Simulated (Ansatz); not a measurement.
Species: sum formula CrO₂F, net charge 1, singlet state. 
Structure (B3LYP-D3(BJ)/def2-TZVP (Ansatz, a program for electronic structure) minimum search):
```xyz
4

Cr     0.1099     0.1706     0.1483
O      1.3014    -0.5102    -0.5241
O     -0.4820    -0.8182     1.1519
F     -1.0216     0.7258    -0.9536
```
Charge +1, spin multiplicity 1.

Basis-set convergence of Hartree-Fock and CCSD correlation energies (hartree) with Ansatz. Correlated levels leave the core frozen unless marked. No spin-orbit coupling. The frozen core is the preceding noble-gas configuration, with the filled d and f shells of earlier blocks. Non-relativistic. The program attaches cautions to a run behind CCSD/def2-SVP: large difference. The program attaches cautions to a run behind CCSD/def2-TZVPP: large difference.

The Hartree-Fock reference is unstable (checked in the largest basis), which strains HF and MP2. The T1 diagnostic of CCSD in the largest basis is 0.066, which is high, so the coupled-cluster rows are less sure than usual.

```csv
basis,functions,E(HF),"E(corr, CCSD)"
def2-SVP,73,-1291.42828,-0.93904
def2-TZVPP,157,___,___
```

### Question
What belongs in the gaps?

### Answer

- def2-TZVPP, E(HF): -1291.93782
- def2-TZVPP, E(corr, CCSD): -1.09693
